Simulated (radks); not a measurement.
The numbers below are computed, except where a source is named.
Question: Successive ionisation energies (eV) of one element, from differences of total energies of ions in their ground configurations, starting at charge 1: 23.327, 34.927, 47.323, 72.679, 88.686, 281.37, 329.31, 378.52, 448.79. Level of theory: scalar-relativistic Kohn-Sham, LDA (Slater exchange, Perdew-Wang correlation), spin-polarised, spherical densities, finite nucleus; open shells are filled with parallel spins first; Fermi nuclear charge, rms radius 3.2611 fm (a radial shooting solver on a logarithmic mesh with Libxc functionals). Which element is it?

Answer: Sulfur (Z = 16). The first species listed is S+ in [Ne] 3s2 3p3, the last S9+ in [He] 2s2 2p3.
